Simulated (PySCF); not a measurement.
BP86 on Mo⁻ (molybdenum, charge -1), [Kr] 4d5 5s2, high-spin 6S determinant. Calculation: PySCF 2.14, in aug-cc-pwCVDZ-PP with ECP28MDF; scalar relativity through the core potential.

```
cycle= 1 E= -67.9822580388746  delta_E= -0.0211  |g|= 0.0477  |ddm|= 1.45
cycle= 2 E= -67.9817008946459  delta_E= 0.000557  |g|= 0.0599  |ddm|= 0.209
cycle= 3 E= -67.9831795463015  delta_E= -0.00148  |g|= 0.0151  |ddm|= 0.11
cycle= 4 E= -67.9833906695832  delta_E= -0.000211  |g|= 0.00266  |ddm|= 0.0547
cycle= 5 E= -67.9833993136338  delta_E= -8.64e-06  |g|= 0.00013  |ddm|= 0.0103
cycle= 6 E= -67.983399357971  delta_E= -4.43e-08  |g|= 6.55e-06  |ddm|= 0.00122
cycle= 7 E= -67.9833993580464  delta_E= -7.54e-11  |g|= 4.89e-07  |ddm|= 6.9e-05
converged SCF energy = -67.9833993580464  <S^2> = 8.8420281  2S+1 = 6.030598
```

Highest occupied orbital energy: 1.034 eV; ⟨L²⟩ = 0.00; populations by l: s 4.00, p 6.00, d 5.00, f 0.00.

Question: Can this result be used?

Answer: With care. The calculation finished and met its thresholds. Energies and moments cover only the electrons outside the core potential. ⟨S²⟩ = 8.84 against 8.75 shows spin contamination. At BP86 the highest occupied level has a positive energy, so only the finite basis holds that electron; in a semilocal or global hybrid functional this comes from self-interaction and does not mean that the real anion is unbound.
